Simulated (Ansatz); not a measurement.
C4H2BrCl, SMILES Br/C=C(/Cl)C#C.

Coordinates come from a PBE0-D3(BJ)/def2-SVP optimisation. The structure was generated by enumeration; whether it is a known compound was not checked.

Two levels are set side by side: PBE/def2-SVPD (Ansatz, a quantum-chemistry and plane-wave program) and PBE0/def2-SVPD (Ansatz). Energy differences of separate SCF runs at the same geometry; the states with an electron removed or added have multiplicity 2 and 2. Differences are taken from unrounded values.

| quantity | PBE0 |
|---|---|
| vertical ionisation energy (eV) | 9.03 |
| vertical singlet–triplet gap (eV) | 2.99 |

**Question.** What does PBE give, and how far is it from PBE0? (Estimate from the structure and the level; the computed values follow.)

**Answer.** 
```csv
quantity,PBE,PBE minus PBE0
vertical ionisation energy (eV),8.78,-0.24
vertical singlet–triplet gap (eV),2.98,-0.01
```
